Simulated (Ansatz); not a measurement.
All numbers were calculated with Ansatz.

A structure relaxed at PBE0-D4/def2-TZVP, charge 0, multiplicity 1:

| atom | x (Å) | y (Å) | z (Å) |
| --- | --- | --- | --- |
| O1 | -1.4959 | 1.9068 | 0.3578 |
| B2 | -1.2915 | 0.6968 | 0.9705 |
| O3 | -2.0430 | 0.3632 | 2.0539 |
| O4 | -0.3648 | -0.2235 | 0.5650 |
| C5 | 0.4707 | 0.0237 | -0.5488 |
| Si6 | 1.6125 | -1.4639 | -0.7975 |
| H7 | -0.9279 | 2.0678 | -0.3979 |
| H8 | -2.6688 | 1.0550 | 2.2777 |
| H9 | 1.0836 | 0.9240 | -0.3966 |
| H10 | -0.1189 | 0.1797 | -1.4640 |
| H11 | 2.4843 | -1.1854 | -1.9712 |
| H12 | 2.4538 | -1.6623 | 0.4086 |
| H13 | 0.8059 | -2.6821 | -1.0574 |

**Question.** Give its formula and SMILES.

**Answer.** CH7BO3Si, `OB(O)OC[SiH3]`.

**Question.** Point group (tolerance 0.08 Å, 0.16 Å for H)?

**Answer.** Cs.

**Question.** Summarise the bond lengths by kind.

**Answer.** 3 × B–O 1.360 to 1.372 Å; 2 × H–O 0.959 Å; 1 × C–O 1.414 Å; 1 × C–Si 1.892 Å; 2 × C–H 1.100 Å; 3 × H–Si 1.484 to 1.488 Å.
